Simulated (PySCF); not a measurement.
1-chloro-2-fluorocyclobutene (C4H4ClF), SMILES FC1=C(Cl)CC1.

Coordinates come from a PBE0-D3(BJ)/def2-SVP optimisation.

These are PBE/def2-TZVP (PySCF) values and carry that method's errors.

Symmetry labels are those of the subgroup Cs that the program uses (full group Cs).

Computed valence orbital energies around the gap with their symmetry:
```json
[
 {"orbital": "HOMO−7", "symmetry": "A\"", "energy (eV)": "-11.06"},
 {"orbital": "HOMO−6", "symmetry": "A'", "energy (eV)": "-9.95"},
 {"orbital": "HOMO−5", "symmetry": "A\"", "energy (eV)": "-9.34"},
 {"orbital": "HOMO−4", "symmetry": "A'", "energy (eV)": "-9.04"},
 {"orbital": "HOMO−3", "symmetry": "A'", "energy (eV)": "-8.60"},
 {"orbital": "HOMO−2", "symmetry": "A\"", "energy (eV)": "-8.55"},
 {"orbital": "HOMO−1", "symmetry": "A'", "energy (eV)": "-7.46"},
 {"orbital": "HOMO", "symmetry": "A\"", "energy (eV)": "-5.75"},
 {"orbital": "LUMO", "symmetry": "A\"", "energy (eV)": "-0.59"},
 {"orbital": "LUMO+1", "symmetry": "A'", "energy (eV)": "0.19"},
 {"orbital": "LUMO+2", "symmetry": "A'", "energy (eV)": "0.48"},
 {"orbital": "LUMO+3", "symmetry": "A'", "energy (eV)": "1.19"}
]
```
